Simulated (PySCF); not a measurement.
Species: FH7Si3.
SMILES with atom numbers: `[F:1][SiH:2]([SiH3:3])[SiH3:4]` (hydrogens: H5 on Si2; H6, H7, H8 on Si3; H9, H10, H11 on Si4)

The calculation used PySCF, PBE0-D3(BJ)/def2-SVP geometry optimisation, gas phase.

(1) List the bond lengths and angles at this level.

Answers

(1) 
```json
{"bond": "F1–Si2", "length (Å)": "1.639", "order": "single"}
{"bond": "Si2–Si3, Si2–Si4", "length (Å)": "2.346", "order": "single"}
{"bond": "Si2–H5", "length (Å)": "1.496", "order": "single"}
{"bond": "Si3–H6 and 5 like bonds", "length (Å)": "1.495", "order": "single"}
```

Bonds in one row agree within 0.01 Å and their mean is given. Orders are formal, as drawn. A selection of angles:
```json
{"angle": "F1–Si2–Si3", "degrees": "109.0"}
{"angle": "F1–Si2–H5", "degrees": "107.8"}
{"angle": "Si3–Si2–Si4", "degrees": "111.1"}
{"angle": "Si3–Si2–H5", "degrees": "109.9"}
{"angle": "Si2–Si3–H6", "degrees": "111.5"}
{"angle": "Si2–Si3–H7", "degrees": "108.0"}
{"angle": "Si2–Si3–H8", "degrees": "109.9"}
{"angle": "H6–Si3–H7", "degrees": "109.2"}
```

Si2 (fluorine-bound silicon) is tetrahedral (angles from 107.8° to 111.1°). Si3 (SiH3 silicon) is tetrahedral (angles from 108.0° to 111.5°).

Point group: Cs (tolerance 0.08 Å). Not checked by PBE0-D3(BJ)/def2-SVP frequencies.
